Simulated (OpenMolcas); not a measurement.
A calculation on P3+.

| Quantity | Value |
| --- | --- |
| Program | OpenMolcas |
| Method | RASSCF |
| Basis | ANO-RCC-VQZP [6s5p3d2f1g] |
| Scalar Hamiltonian | DKH2, point nucleus |
| Active space | 2 electrons in 9 orbitals (RAS2 3s 3p; RAS3 3d, at most 2 electrons) |
| State averaging | 2S+1 = 3 even, 3 roots; 2S+1 = 1 even, 7 roots; 2S+1 = 3 odd, 3 roots; 2S+1 = 1 odd, 3 roots |
| Spin-orbit coupling | state interaction with AMFI integrals over the reference wave functions, term energies averaged over their components |

Q: Which level of the active space comes out lowest?

A: 3s² ¹S₀, with 100 % of that term; it is also the measured ground level.

Q: How high does 3p² ³P₀ lie?

A: 163686 cm⁻¹ above the lowest level; measured 164941 cm⁻¹ above the ground level, so the calculation is off by -1 %.

Q: How high does 3s 3p ¹P°₁ lie?

A: 106569 cm⁻¹ above the lowest level.

Q: How high does 3s 3p ³P°₂ lie?

A: 66614 cm⁻¹ above the lowest level; measured 68615 cm⁻¹ above the ground level, so the calculation is off by -3 %.

Measured values: Martin, Zalubas and Musgrove, J. Phys. Chem. Ref. Data 14, 751 (1985).

Active for correlation alone: 3d; no level in the range computed is led by a configuration that fills it, so any true level of that kind is missing. Some terms mix strongly with configurations of 3d, whose occupation reaches 0.27 (3p² ¹D). Computed and measured levels are paired by configuration, term and J; levels that our copy of the source lacks, or whose pairing is in doubt (as where it misses far off the trend of its configuration), stay unpaired and out of the deviations. Only configurations of the active space appear.

° marks odd parity.
